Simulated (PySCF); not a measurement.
Molecule: SMILES CNc1ccncc1, C$_{6}$H$_{8}$N$_{2}$.

Cartesian coordinates in Å; atom numbers follow the order of the lines, from 1:
```xyz
16

C     2.785    0.301   -0.053
N     1.681   -0.567   -0.338
C     0.380   -0.239   -0.103
C    -0.651   -1.183   -0.288
C    -1.965   -0.807   -0.056
N    -2.344    0.409    0.341
C    -1.369    1.297    0.518
C    -0.015    1.044    0.322
H     2.694    1.257   -0.596
H     3.716   -0.175   -0.386
H     2.886    0.536    1.024
H     1.879   -1.544   -0.498
H    -0.418   -2.200   -0.615
H    -2.765   -1.543   -0.201
H    -1.678    2.297    0.846
H     0.715    1.834    0.499
```

Geometry PBE0-D3(BJ)/def2-SVP throughout; GIAO in PySCF 2.14.0 with density-fitted response routines, gas phase, one conformer, non-relativistic; equivalent atoms averaged; functional PBE0.

(1) How do the absolute shieldings σ depend on the basis set? (a selection of nuclei; ppm; last column core-seconds on 1 thread of an Arm Neoverse V1, shared host)

(2) Which nucleus among those listed moves most, in ppm?

(3) Taking the largest basis, def2-TZVP (296 functions), as the yardstick, rank the others by their worst heavy-atom deviation.

## Answers

(1) 
```csv
basis set,functions,C5/C7,C3,C4/C8,C1,N6,N2,H13/H16,H12,H9/H10/H11,core-s
STO-3G,48,114.4,117.2,138.6,200.7,50.0,264.6,26.60,29.87,30.31,4.8
pcSseg-0,88,31.0,36.0,77.6,162.2,-77.4,195.9,26.62,30.56,29.73,7.9
6-31G,88,54.8,57.0,94.9,171.5,-34.5,204.3,26.24,29.88,29.72,9.8
6-31G*,128,50.5,52.4,92.9,165.8,-18.6,201.6,25.99,29.22,29.27,16
cc-pVDZ,152,48.1,48.1,90.9,168.4,-29.2,199.8,25.32,28.42,28.66,17
def2-SVP,152,46.0,46.7,89.5,166.4,-31.8,200.0,25.37,28.46,28.76,15
pcSseg-1,176,28.5,28.6,75.2,155.3,-57.5,187.4,25.12,28.12,28.49,22
aug-cc-pVDZ,256,45.5,45.0,90.7,167.2,-26.4,200.2,24.97,27.90,28.52,40
"6-311+G(2d,p)",264,32.0,31.4,78.5,158.3,-48.4,187.7,25.15,28.19,28.76,46
def2-TZVP,296,30.8,29.6,77.7,157.5,-52.2,189.9,25.13,28.19,28.74,48
```

(2) N6 (pyridine-type ring nitrogen): from -77.4 ppm with pcSseg-0 to 50.0 ppm with STO-3G. The smallest spread is 1.66 ppm, at H13/H16. Proton shifts span only some 12 ppm, so a few tenths of a ppm matter as much there as several ppm in carbon.

(3) 6-311+G(2d,p) 3.8 ppm (264 functions), pcSseg-1 5.3 ppm (176 functions), def2-SVP 20.4 ppm (152 functions), cc-pVDZ 22.9 ppm (152 functions), pcSseg-0 25.3 ppm (88 functions), aug-cc-pVDZ 25.8 ppm (256 functions), 6-31G 27.4 ppm (88 functions), 6-31G* 33.5 ppm (128 functions), STO-3G 102.2 ppm (48 functions).

A small basis that lands close on one nucleus may do so by chance; judge by the trend and by all nuclei.
